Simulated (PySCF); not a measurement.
Vibration and rotation of RuO⁺

r²SCAN constants of RuO⁺, ⁴Δ (quartet), unpaired electrons π ↑↑, δ ↑ (Ru def2-TZVPPD with ECP28, O def2-TZVPPD; scalar-relativistic core potentials (PySCF 2.14); masses 101.9043 and 15.9949 u):

- ωe: 1004.9 cm⁻¹
- ωexe: 4.24 cm⁻¹
- Be: 0.44021 cm⁻¹
- αe: 0.00240 cm⁻¹
- De to Ru⁺ (4d7) + O: 4.24 eV

(1) What force constant and bond length do these constants imply?

(2) Estimate the centrifugal constant D from the Kratzer relation and find the Dunham coefficient a1.

The metal atom is held in its measured ground configuration; semilocal functionals can put another filling of s and d lower by some tenths of an eV, and De to that atom would be smaller. These are scalar-relativistic numbers at best; spin–orbit coupling would shift them, the dissociation energy most. For an ion De counts to the pair picked by the measured ionisation energies or electron affinities, which need not be the lowest pair at this level. The state is the lowest single determinant that the PBE0 search found; with open d or f shells the true ground state can be another one.

## Answers

(1) Reduced mass μred = 13.825 u; k = 5.8918×10⁻⁷·μred·ωe² (u, cm⁻¹, mdyn/Å) = 8.23 mdyn/Å; Re = √(16.8576/(μred·Be)) (u, cm⁻¹, Å) = 1.664 Å.

(2) D = 4Be³/ωe² = 3.38e-07 cm⁻¹; a1 = −1 − αeωe/(6Be²) = -3.07.
